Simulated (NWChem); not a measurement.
System: CHAlClNO2; SMILES C(=[N][Al]([OH])[Cl])=O

NWChem input:

```
start job
memory heap 200 mb stack 900 mb global 1100 mb
geometry units angstroms noautosym nocenter noautoz
  Al    -0.407739     0.625174    -0.000101
  Cl     1.207865     1.934541     0.000973
  N     -0.121303    -1.115701     0.000373
  C      0.139482    -2.288610     0.000150
  O      0.383407    -3.429527    -0.000066
  O     -1.956182     1.286605    -0.001410
  H     -2.788171     0.811796    -0.001987
end
basis spherical
  * library 6-31g*
end
dft
  xc xpbe96 cpbe96
  iterations 150
end
property
  efieldgrad
end
task dft property
```

Parts of the log:

```
             Northwest Computational Chemistry Package (NWChem) 7.3.0
             --------------------------------------------------------

                             Geometry "geometry" -> ""
                             -------------------------

 Output coordinates in angstroms (scale by  1.889725989 to convert to a.u.)

  No.       Tag          Charge          X              Y              Z
 ---- ---------------- ---------- -------------- -------------- --------------
    1 Al                  13.0000    -0.40773900     0.62517400    -0.00010100
    2 Cl                  17.0000     1.20786500     1.93454100     0.00097300
    3 N                    7.0000    -0.12130300    -1.11570100     0.00037300
    4 C                    6.0000     0.13948200    -2.28861000     0.00015000
    5 O                    8.0000     0.38340700    -3.42952700    -0.00006600
    6 O                    8.0000    -1.95618200     1.28660500    -0.00141000
    7 H                    1.0000    -2.78817100     0.81179600    -0.00198700

 Effective nuclear repulsion energy (a.u.)     297.6053495447

  pbe96 is a nonlocal functional; adding pw91lda local functional.
                              NWChem Property Module
                              ----------------------

  itol2e modified to match energy
  convergence criterion.

                                 NWChem DFT Module
                                 -----------------

 Summary of "ao basis" -> "ao basis" (spherical)
 ------------------------------------------------------------------------------
       Tag                 Description            Shells   Functions and Types
 ---------------- ------------------------------  ------  ---------------------
 Al                          6-31g*                  8       18   4s3p1d
 Cl                          6-31g*                  8       18   4s3p1d
 N                           6-31g*                  6       14   3s2p1d
 C                           6-31g*                  6       14   3s2p1d
 O                           6-31g*                  6       14   3s2p1d
 H                           6-31g*                  2        2   2s

  itol2e modified to match energy
  convergence criterion.

[...]

          -----------------------
          Electric field gradient
          -----------------------

 1 a.u. = 0.324123 10**(16) esu/cm**3  ( or statvolts/cm**2 ) = 0.97174 10**(22) v/m**2

 ------------------------------------------------------------
   Atom      X         Y         Z
 ------------------------------------------------------------
    1 Al  -0.77051   1.18141  -0.00019
 ------------------------------------------------------------

 Electric field gradient in molecular frame (a.u.)
         XX             YY             ZZ             XY             XZ             YZ
 ------------------------------------------------------------------------------------------
        0.388730       0.247272      -0.636002      -0.109413       0.000807      -0.000172

 Principal components (a.u.) and orientation
 of principal axis w.r.t. absolute frame                      Asymmetry parameter eta
 --------------------------------------------------------------------------------------
       -0.636003       0.448285       0.187718                       0.409694

       -0.000777       0.878318       0.478077
        0.000099      -0.478077       0.878318
        1.000000       0.000730       0.000285

 ------------------------------------------------------------
   Atom      X         Y         Z
 ------------------------------------------------------------
    2 Cl   2.28253   3.65575   0.00184
 ------------------------------------------------------------

 Electric field gradient in molecular frame (a.u.)
         XX             YY             ZZ             XY             XZ             YZ
 ------------------------------------------------------------------------------------------
       -0.537554      -0.007565       0.545119      -1.205687      -0.000657      -0.000854

 Principal components (a.u.) and orientation
 of principal axis w.r.t. absolute frame                      Asymmetry parameter eta
 --------------------------------------------------------------------------------------
       -1.507025       0.961906       0.545119                       0.276562

        0.779315      -0.626632      -0.000780
        0.626633       0.779315       0.000155
        0.000510      -0.000610       1.000000

 ------------------------------------------------------------
   Atom      X         Y         Z
 ------------------------------------------------------------
    3 N   -0.22923  -2.10837   0.00070
 ------------------------------------------------------------

 Electric field gradient in molecular frame (a.u.)
         XX             YY             ZZ             XY             XZ             YZ
 ------------------------------------------------------------------------------------------
        0.202972      -0.363733       0.160761       0.121900       0.000061      -0.000030

 Principal components (a.u.) and orientation
 of principal axis w.r.t. absolute frame                      Asymmetry parameter eta
 --------------------------------------------------------------------------------------
       -0.388841       0.228081       0.160761                       0.173130

       -0.201741       0.979439      -0.000768
        0.979439       0.201741      -0.000236
        0.000076       0.000800       1.000000

 ------------------------------------------------------------
   Atom      X         Y         Z
 ------------------------------------------------------------
    4 C    0.26358  -4.32485   0.00028
 ------------------------------------------------------------

[...]
```

Level: PBE/6-31G* (spherical d). The geometry was optimised at PBE0/def2-SVP. NWChem prints the field gradient with the sign opposite to the second derivative of the potential.
